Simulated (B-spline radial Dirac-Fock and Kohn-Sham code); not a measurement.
**How the levels of gold move as electrons are removed**

Method: multi-electron Dirac-Fock with separately optimised hole states, Breit and Lamb-shift corrections added in first order. Computed with a radial atomic solver. Each ion is free and in its tabulated ground configuration. Correlation and solid-state effects are left out.

Reference: Au⁴⁴⁺, [Ar] 3d10 4s2 4p5, with K (1s) 82925.4 eV, L2 (2p1/2) 15933.4 eV, M1 (3s) 5538.3 eV, M5 (3d5/2) 4318.0 eV, N2,3 (4p) 2366.4 eV. Shifts from it, in eV (a dash: the subshell is empty, belongs to an open shell averaged over j, or its hole state is left out as unreliable):

```
  ion      configuration  K (1s)  L2 (2p1/2)  M1 (3s)  M5 (3d5/2)  N2,3 (4p)
Au⁴⁵⁺  [Ar] 3d10 4s2 4p4   +94.9       +87.6    +76.7       +78.0      +61.2
Au⁴⁶⁺  [Ar] 3d10 4s2 4p3  +190.9           –   +154.0      +156.7     +122.9
Au⁴⁷⁺  [Ar] 3d10 4s2 4p2  +288.0      +265.3   +231.9      +236.0     +185.1
Au⁴⁸⁺  [Ar] 3d10 4s2 4p1       ?           ?        ?           ?          ?
Au⁴⁹⁺      [Ar] 3d10 4s2  +485.5      +446.9   +389.8      +396.8          –
```

Q: Give the missing shifts for Au⁴⁸⁺.

A: K (1s) +386.2, L2 (2p1/2) +355.7, M1 (3s) +310.6, M5 (3d5/2) +316.1, N2,3 (4p) +247.8 (eV).
